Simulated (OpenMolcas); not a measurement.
## Hf: the spin-orbit constant, worked from levels

| Quantity | Value |
| --- | --- |
| Program | OpenMolcas |
| Basis | ANO-RCC-VDZ [7s6p4d2f] |
| Scalar Hamiltonian | DKH3, point nucleus |
| Active space | 4 electrons in 6 orbitals (5d 6s) |
| State averaging | 2S+1 = 5 even, 15 roots; 2S+1 = 3 even, 55 roots; 2S+1 = 1 even, 50 roots |
| Spin-orbit coupling | RASSI with atomic mean-field integrals over the reference wave functions, term energies averaged over their components |

Methods: CASSCF; MS-CASPT2, IPEA 0.25 Eh, imaginary shift 0.1 Eh (closed shells correlated: 5s 5p). Measured levels: NIST Handbook of Basic Atomic Spectroscopic Data.

**The spin-orbit constant.** For the Hund term 3F of d2, E(J) = (A/2) J(J+1) + constant and ζ = 2S·A = 2A. From J = 2 to J = 4 the energy changes by 7 A.

```tsv
Source	E(4) - E(2)	A	ζ
CASSCF	4242.5	606.1	1212
MS-CASPT2	4471.7	638.8	1278
measured	4567.6	652.5	1305
```

All in cm-1. MS-CASPT2 is off by -2.1 % and CASSCF by -7.1 %. Both methods take the spin-orbit matrix elements from the reference wave functions, so the second can move ζ only through the term energies and any multistate remixing. Second-order mixing with other terms is absorbed into this ζ.

Term energies are means over components that CASPT2 splits; among the terms shown or strongly mixed into the levels shown the widest spread is 670 cm-1 (5d2 6s2 3F, MS-CASPT2). Over all roots computed the reference weight is 0.87 to 0.96 in MS-CASPT2; the roots of lowest weight are the least certain, and an intruder state may touch them. Without dynamic correlation excited terms often stand tens of per cent too high (terms of higher spin than the ground term too low), and those without a measured partner can miss by more than the paired ones (holds for CASSCF). Computed and measured levels are paired by configuration, term and J; levels that our copy of the source lacks, or whose pairing is in doubt (as where it misses far off the trend of its configuration), stay unpaired and out of the deviations. Only configurations of the active space appear.
